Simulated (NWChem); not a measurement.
System: CH5BeNS; SMILES C[S][Be][NH2]

The following NWChem deck was run.

```
start job
memory heap 200 mb stack 900 mb global 1100 mb
geometry units angstroms noautosym nocenter noautoz
  Be     0.179521    -1.047711     0.000569
  N     -0.230999    -2.488934     0.001578
  H     -0.385459    -3.058086    -0.824223
  H     -0.389353    -3.054947     0.828847
  S      0.722863     0.774457    -0.000063
  C     -0.887431     1.648888    -0.005061
  H     -1.474587     1.412390    -0.902490
  H     -0.666986     2.724934    -0.008738
  H     -1.476686     1.418618     0.892595
end
basis spherical
  * library 6-311g**
end
dft
  xc b3lyp
  iterations 150
end
tddft
  cis
  ecut -9.0
  nroots 6
  notriplet
end
task tddft energy
```

NWChem printed, in part:

```
             Northwest Computational Chemistry Package (NWChem) 7.3.0
             --------------------------------------------------------

                             Geometry "geometry" -> ""
                             -------------------------

 Output coordinates in angstroms (scale by  1.889725989 to convert to a.u.)

  No.       Tag          Charge          X              Y              Z
 ---- ---------------- ---------- -------------- -------------- --------------
    1 Be                   4.0000     0.17952100    -1.04771100     0.00056900
    2 N                    7.0000    -0.23099900    -2.48893400     0.00157800
    3 H                    1.0000    -0.38545900    -3.05808600    -0.82422300
    4 H                    1.0000    -0.38935300    -3.05494700     0.82884700
    5 S                   16.0000     0.72286300     0.77445700    -0.00006300
    6 C                    6.0000    -0.88743100     1.64888800    -0.00506100
    7 H                    1.0000    -1.47458700     1.41239000    -0.90249000
    8 H                    1.0000    -0.66698600     2.72493400    -0.00873800
    9 H                    1.0000    -1.47668600     1.41861800     0.89259500

 Effective nuclear repulsion energy (a.u.)     122.5190816180

                                 NWChem DFT Module
                                 -----------------

 Summary of "ao basis" -> "ao basis" (spherical)
 ------------------------------------------------------------------------------
       Tag                 Description            Shells   Functions and Types
 ---------------- ------------------------------  ------  ---------------------
 Be                         6-311g**                 8       18   4s3p1d
 N                          6-311g**                 8       18   4s3p1d
 H                          6-311g**                 4        6   3s1p
 S                          6-311g**                12       26   6s5p1d
 C                          6-311g**                 8       18   4s3p1d

[...]

                                NWChem TDDFT Module
                                -------------------

            General Information
            -------------------
           No. of orbitals :     220
            Alpha orbitals :     110
             Beta orbitals :     110
        Alpha frozen cores :       0
         Beta frozen cores :       0
     Alpha frozen virtuals :       0
      Beta frozen virtuals :       0
         Spin multiplicity :       1
    Number of AO functions :     110
        Use of symmetry is : off
      Symmetry adaption is : off
         Schwarz screening :  0.10D-07

              XC Information
              --------------
                  B3LYP Method XC Potential
              Hartree-Fock (Exact) Exchange   0.20
                 Slater Exchange Functional   0.80 local
             Becke 1988 Exchange Functional   0.72 non-local
       Lee-Yang-Parr Correlation Functional   0.81
           VWN I RPA Correlation Functional   0.19 local

             TDDFT Information
             -----------------
          Calculation type : Tamm-Dancoff TDDFT
         Wavefunction type : Restricted singlets
          No. of electrons :      38
           Alpha electrons :      19
            Beta electrons :      19
              No. of roots :       6
          Max subspacesize :    5200
            Max iterations :     100
               Target root :       1
           Target symmetry : none
             Energy Cutoff :-0.90D+01
      Symmetry restriction : off
                 Algorithm : Optimal
        Davidson threshold :  0.10D-03

    6 smallest eigenvalue differences (eV)
--------------------------------------------------------
  No. Spin  Occ  Vir  Irrep   E(Occ)    E(Vir)   E(Diff)
--------------------------------------------------------
    1    1    3   20 a       -10.199    -0.003   277.445
    2    1    3   21 a       -10.199     0.004   277.640
    3    1    3   22 a       -10.199     0.010   277.805
    4    1    3   23 a       -10.199     0.065   279.290
    5    1    3   24 a       -10.199     0.083   279.788
    6    1    3   25 a       -10.199     0.096   280.146
--------------------------------------------------------

  Entering Davidson iterations
  Restricted singlet excited states

  Iter   NTrls   NConv    DeltaV     DeltaE      Time
  ----  ------  ------  ---------  ---------  ---------
    1      6       0     0.10E+00   0.10+100       11.9
    2     12       0     0.36E-01   0.18E-01       11.6
    3     18       1     0.16E-01   0.70E-02       11.8
    4     23       4     0.16E-02   0.24E-03       11.4
    5     25       5     0.18E-03   0.16E-05        9.5
    6     26       5     0.10E-03   0.10E-07        8.8
    7     27       5     0.10E-03   0.14E-08        8.7
    8     28       6     0.33E-04   0.25E-07        8.7
  ----  ------  ------  ---------  ---------  ---------
  Convergence criterion met

  Ground state a        -508.956263797659 a.u.

  ----------------------------------------------------------------------------
  Root   1 singlet a             10.145542834 a.u.              276.0744 eV
  ----------------------------------------------------------------------------
     Transition Moments    X -0.04227   Y  0.02769   Z -0.00011
     Dipole Oscillator Strength                    0.0172722731
     Electric Quadrupole                           0.0002278256
     Magnetic Dipole                               0.0000651491
     Total Oscillator Strength                     0.0175652478

[...]
```

Level: B3LYP/6-311G** (spherical d), restricted-window TDA. Geometry: optimised at PBE0/def2-SVP. B3LYP is NWChem's, with the RPA form of VWN correlation. The quadrupole and magnetic terms of the printed total strengths depend on the origin.
